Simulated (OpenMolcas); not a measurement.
Computed levels of 5d⁵ in ions with 73 electrons, in cm-1 above ⁶S_5/2.

* Program: OpenMolcas
* Method: CASSCF
* Basis: ANO-R2
* Scalar Hamiltonian: X2C, finite nucleus
* Spin-orbit coupling: state interaction with AMFI integrals over the reference wave functions, term energies averaged over their components

Active space for each ion: 5 electrons in 10 orbitals (5d 6d).

| Level | Re2+ | Os3+ | Ir4+ | Au6+ |
| --- | --- | --- | --- | --- |
| ⁴G_7/2 | 22038 | 24695 | 26982 | 30795 |
| ⁴G_11/2 | 22692 | 25544 | 28073 | 32451 |
| ⁴G_9/2 | 23118 | 26227 | 29057 | 34212 |
| ⁴P_1/2 | 25445 | 28748 | 31704 | 37034 |
| ⁴D_7/2 | 27958 | 31745 | 35289 | 42131 |
| ⁴D_1/2 | 30480 | 35160 | 39624 | 48544 |
| ²I_11/2 | 31707 | 35961 | 39914 | 47580 |
| ²I_13/2 | 34005 | 38916 | 43552 | 52596 |
| ²H_9/2 | 40242 | 45982 | 51317 | 61512 |

Question: Estimate ⁴G_7/2, ⁴G_11/2 for Pt5+ from its neighbours Ir4+ and Au6+.

Answer: ⁴G_7/2 is another term, which grows about linearly with the charge: (26982 + 30795) / 2 = 28888. The calculation gives 28919, so the estimate is off by -0.1 %.
⁴G_11/2 is another term, which grows about linearly with the charge: (28073 + 32451) / 2 = 30262. The calculation gives 30287, so the estimate is off by -0.1 %.

Mixed levels, with the weight of the term that names them: Re2+ ⁴P_1/2 (70 %), Re2+ ⁴D_1/2 (72 %), Re2+ ²H_9/2 (57 %), Os3+ ⁴P_1/2 (68 %), Os3+ ⁴D_1/2 (71 %), Os3+ ²H_9/2 (56 %), Ir4+ ⁴G_7/2 (73 %), Ir4+ ⁴P_1/2 (66 %), Ir4+ ⁴D_7/2 (73 %), Ir4+ ⁴D_1/2 (70 %), Ir4+ ²H_9/2 (55 %), Pt5+ ⁴G_7/2 (68 %), Pt5+ ⁴P_1/2 (65 %), Pt5+ ⁴D_7/2 (67 %), Pt5+ ⁴D_1/2 (70 %), Pt5+ ²I_11/2 (72 %), Pt5+ ²H_9/2 (54 %), Au6+ ⁴G_7/2 (63 %), Au6+ ⁴G_11/2 (73 %), Au6+ ⁴P_1/2 (63 %), Au6+ ⁴D_7/2 (62 %), Au6+ ⁴D_1/2 (70 %), Au6+ ²I_11/2 (70 %), Au6+ ²H_9/2 (54 %).

Without dynamic correlation excited terms often stand tens of per cent too high (terms of higher spin than the ground term too low), and those without a measured partner can miss by more than the paired ones. Active for correlation alone: 6d; no level in the range computed is led by a configuration that fills it, so any true level of that kind is missing. Some levels mix across a computed gap that differs much from the measured one, so their mixing is not that of the real levels (holds for Re2+). Only configurations of the active space appear.
